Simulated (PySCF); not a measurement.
BaCl$_{2}$, triplet, at a GFN2-xTB geometry (such geometries of metal compounds can be far from the true shape) (a higher spin typed on purpose: for a closed-shell molecule this is an excited state) (core potentials on Ba). Base run: M062X/def2-SV(P) run with PySCF.

Here is a job for PySCF.
```python
from pyscf import gto, scf, dft

mol = gto.M(
    atom='''
Ba    0.447888    0.544766    0.617386
Cl    0.188547   -0.673398   -1.886355
Cl   -1.663942   -1.121126   -0.147388
''',
    basis='def2-sv(p)',
    ecp={'Ba': 'def2-sv(p)'},
    charge=0,
    spin=2,
    verbose=4,
    symmetry=True,
)

mf = dft.UKS(mol)
mf.xc = 'm062x'
mf.kernel()
mf.analyze()
```

The base run was repeated with changes; each row names its change, and settings that it needs were set with it.

| change | ΔE vs base (mEh) | point group used | SCF cycles |
|---|---|---|---|
| base | 0.000 | C2v | 12 |
| irrep_nelec = A1:(10, 9) A2:(2, 2) B1:(2, 3) B2:(9, 7) | 331.2 | C2v | 13 |
| irrep_nelec = A1:(9, 9) A2:(2, 2) B1:(4, 3) B2:(8, 7) | 41.276 | C2v | 11 |
| symmetry_subgroup = C2 | 0.000 | C2 | 12 |
| irrep_nelec = A1:(10, 9) A2:(3, 2) B1:(3, 3) B2:(7, 7) | 251.4 | C2v | 12 |
| symmetry_subgroup = Cs | 0.000 | Cs | 13 |
| symmetry = off | 0.000 | C1 | 13 |
| irrep_nelec = A1:(10, 9) A2:(1, 2) B1:(3, 3) B2:(9, 7) | 294.7 | C2v | 13 |

Open shells are given as the SCF converged; they aren't shown to be the lowest states, and a large step between rows can be another state.
